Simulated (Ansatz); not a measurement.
Mulliken charges of BFH4SeSi, SMILES `FB([SiH3])[SeH]` from ωB97M-V/def2-TZVPP in Ansatz (PBE0-D4/def2-TZVP geometry).

```csv
atom,x (Å),y (Å),z (Å),charge (e)
F1,-0.164,-0.818,1.742,-0.201
B2,-0.232,-0.542,0.447,0.240
Si3,0.645,1.122,-0.315,0.007
Se4,-1.183,-1.747,-0.736,-0.056
H5,0.426,1.197,-1.784,-0.023
H6,0.070,2.338,0.323,-0.020
H7,2.108,1.097,-0.044,-0.020
H8,-1.577,-2.703,0.312,0.074
```

**Question.** By hand: the dipole of these point charges (1 e Å = 4.8032 D).

**Answer.** Σ q r = (-0.122, -0.156, -0.145) e Å, of length 0.245 e Å = 1.18 D.

**Question.** How does the dipole of the full density compare? (Estimate.)

**Answer.** Computed: (-0.052, -0.079, -0.018) e Å, 0.46 D; the point charges give 2.57 times that, at 26° from its direction.

Point charges leave out the atoms' own dipoles, such as those of lone pairs, and Mulliken's split depends on the basis, so the two needn't agree.
